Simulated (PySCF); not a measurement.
B(H)(Br)(Me) (CH₄BBr), SMILES CBBr.

Coordinates come from a PBE0-D3(BJ)/def2-TZVP optimisation.

All values below come from PBE/def2-TZVPD run with PySCF.

Gas-phase values at a fixed geometry.

The total energy is -2639.07991 hartree. The point group comes out as Cs and the highest occupied level is -6.76 eV. The lowest empty level is -2.38 eV and the orbital gap comes out as 4.38 eV. The dipole moment is 1.37 D and the quadrupole, principal values (traceless, Buckingham form, about the centre of nuclear charge) is -2.57, -0.01, 2.57 D·Å. The mean static polarisability comes out as 52.4 bohr³ (7.77 Å³) and the polarisability, principal values comes out as 41.8, 48.1, 67.4 bohr³.
